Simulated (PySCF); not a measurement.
**Complete the spectrum of C3H10GeSSi**

C₃H₁₀GeSSi.
SMILES: `[GeH3][CH2][SiH2]C(=S)C`

Level of theory: TDDFT CAM-B3LYP/def2-SVPD, vertical, gas phase, core orbitals frozen in the response in PySCF. One conformer (not necessarily the lowest) at the PBE0-D3(BJ)/def2-SVP geometry, without solvent, vibrations or thermal averaging. The CAM-B3LYP/def2-SVPD calculation is non-relativistic and has no spin–orbit coupling, an omission that weighs most on germanium. Torsions of this conformer, `[CH3:1][C:2](=[S:3])[SiH2:4][CH2:5][GeH3:6]`: C1–C2–Si4–C5 -161°, C2–Si4–C5–Ge6 70°.

Orbital energies (eV): HOMO-3 -10.43, HOMO-2 -10.05, HOMO-1 -9.67, HOMO -7.69, LUMO -1.34, LUMO+1 0.90, LUMO+2 1.21.

Lowest singlets, with some entries withheld (?).

| state | ν̃ (cm⁻¹) | f | main configurations (H = HOMO, L = LUMO) |
| --- | --- | --- | --- |
| S1 | 17400 | 0.0001 | H→L (99%) |
| S2 | 44240 | 0.025 | H-5→L (69%), H-1→L (16%) |
| S3 | 44720 | 0.130 | H-1→L (74%), H-5→L (17%) |
| S4 | 48240 | 0.051 | H→L+1 (76%), H→L+3 (12%) |
| S5 | 48730 | 0.0079 | H-2→L (92%) |
| S6 | ? | ? | ? |
| S7 | 51460 | 0.0018 | H-3→L (68%), H-6→L (15%) |
| S8 | ? | ? | ? |
| S9 | 55250 | 0.020 | H→L+3 (45%), H→L+4 (18%), H→L+1 (11%) |
| S10 | 56440 | 0.013 | H-4→L (72%), H-6→L (19%) |

Question: Supply the missing values.

Answer: 
- S6: ν̃ = 50880 cm⁻¹; f = 0.054; H→L+2 (45%), H→L+4 (16%), H→L+5 (16%)
- S8: ν̃ = 54250 cm⁻¹; f = 0.015; H→L+4 (42%), H→L+2 (33%), H→L+3 (9%)

Question: What is the mean static polarisability from the same response equations?

Answer: 115.5 au (17.12 Å³), with principal values 98.4, 121.2 and 126.9 au.

Question: How far apart are S4 and S5, in eV and cm⁻¹?

Answer: 6.042 − 5.981 = 0.061 eV, or about 500 cm⁻¹.

Question: Where do the lowest triplets lie (Tamm–Dancoff)?

Answer: T1 1.66 eV, H→L (98%); T2 3.09 eV, H-1→L (85%); T3 4.86 eV, H-5→L (86%); T4 5.86 eV, H→L+1 (70%), H→L+5 (10%), H→L+3 (9%). E(S1) − E(T1) = +0.50 eV.

All these states lie below the vertical ionisation energy of 8.39 eV (ΔSCF).

On Arm Neoverse V1, one thread, shared host, this took 3.0 min (grids of density and orbitals included) and 1.1 GiB of memory at its peak.
